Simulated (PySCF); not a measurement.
C8H7F.
Numbering: `[F:1][C:2]1=[CH:3][C@@H:4]2[CH:5]=[CH:6][C@H:7]1[CH:8]=[CH:9]2` (hydrogens: H10 on C3; H11 on C4; H12 on C5; H13 on C6; H14 on C7; H15 on C8; H16 on C9)

Method: PBE0-D3(BJ)/def2-SVP geometry optimisation, gas phase in PySCF 2.14.0; density fitting, grid level 2; the optimiser is geomeTRIC in internal coordinates, started from a GFN2-xTB structure.

Geometry at step 0:
```
atom  x, y, z in Å
F1     -0.0685   -1.6638    2.2845
C2     -0.1324   -0.7795    1.2758
C3     -0.8328    0.3412    1.2609
C4     -0.6638    1.0875   -0.0461
C5     -1.0485    0.1011   -1.1355
C6     -0.3609   -1.0262   -1.0975
C7      0.6620   -1.0693    0.0244
C8      1.5260    0.1638   -0.1747
C9      0.8326    1.2875   -0.2151
H10    -1.4555    0.7179    2.0489
H11    -1.2315    2.0138   -0.0799
H12    -1.8136    0.3544   -1.8458
H13    -0.4636   -1.8603   -1.7667
H14     1.2200   -2.0004    0.0838
H15     2.5913    0.0664   -0.2725
H16     1.2316    2.2750   -0.3559
```

**Question.** What forces act on the atoms?

**Answer.** 
```csv
atom,Fx (eV/Å),Fy (eV/Å),Fz (eV/Å)
F1,-0.005,0.377,-0.459
C2,0.059,-0.715,0.784
C3,-0.075,0.062,0.084
C4,0.169,-0.285,0.022
C5,-0.132,0.224,-0.047
C6,0.082,-0.217,-0.005
C7,-0.176,0.192,0.113
C8,0.152,-0.172,0.031
C9,-0.117,0.233,-0.042
H10,-0.333,0.121,0.522
H11,-0.159,0.253,-0.002
H12,-0.437,0.051,-0.475
H13,-0.126,-0.439,-0.435
H14,0.130,-0.260,0.070
H15,0.626,0.035,-0.068
H16,0.340,0.542,-0.094
```

The largest, 1.06 eV/Å, acts on C2; the rms over all components is 0.294 eV/Å. The forces sum to zero within rounding, as they must for an isolated molecule in no field.

**Question.** Give the force on C2 in Eh/bohr and in nN.

**Answer.** 1.063 eV/Å ÷ 51.422 = 0.02068 Eh/bohr, and 1.063 eV/Å × 1.602 = 1.70 nN.

**Question.** How far is this geometry from the end of the optimisation?

**Answer.** 0.078 eV above it, and 0.027 Å rms away after alignment. The bonds farthest from their final lengths, with half the difference of the two atoms' forces along the bond (positive lengthens):

| bond | now (Å) | final (Å) | force along bond (eV/Å) |
| --- | --- | --- | --- |
| C5–H12 | 1.074 | 1.091 | +0.23 |
| C9–H16 | 1.074 | 1.091 | +0.23 |
| C8–H15 | 1.074 | 1.091 | +0.23 |
| C6–H13 | 1.074 | 1.091 | +0.23 |
| C3–C4 | 1.515 | 1.531 | -0.05 |
| C3–H10 | 1.073 | 1.089 | +0.25 |

The angle farthest from its final value is C4–C3–H10, 121.7° against 123.2°.

Of the 6 listed bonds off by 0.010 Å or more, this force points towards the final length in 5.

What follows is the cost of the whole optimisation. Hardware: Arm Neoverse V1, one thread (shared host). Cost: 77 s wall, 0.76 GiB resident at most.
